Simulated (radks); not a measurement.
Values are calculated unless marked as measured or tabulated.
Coulomb parameter of the 4d shell of neutral zirconium in the model configuration [Kr] 4d2.5 5s1.5, as a second difference U = [E(n + 0.25) + E(n - 0.25) - 2 E(n)] / (0.25)^2 with all orbitals relaxed. "Bare": the charge of the atom changes with n. "Screened": the 5s shell takes up the change at fixed total charge, which measures U(4d,4d) + U(5s,5s) - 2 U(4d,5s). Code: a radial shooting solver on a logarithmic mesh with Libxc functionals. Model: scalar-relativistic Kohn-Sham, PBE, spin-unpolarised, spherical densities, finite nucleus; Fermi nuclear charge, rms radius 4.2694 fm.

\begin{tabular}{lrr}
case & configuration & E - E(n) (eV) \\ \hline
start & [Kr] 4d2.5 5s1.5 & 0.000 \\
bare +0.25 & [Kr] 4d2.75 5s1.5 & -0.523 \\
bare -0.25 & [Kr] 4d2.25 5s1.5 & 0.948 \\
screened +0.25 & [Kr] 4d2.75 5s1.25 & 0.322 \\
screened -0.25 & [Kr] 4d2.25 5s1.75 & -0.280 \\
\end{tabular}

U(bare) = 6.802 eV, U(screened by 5s) = 0.668 eV, against the Slater integral F0(4d,4d) = 10.479 eV with frozen orbitals. The step up makes a negative ion, whose loosely bound charge lowers the bare value.
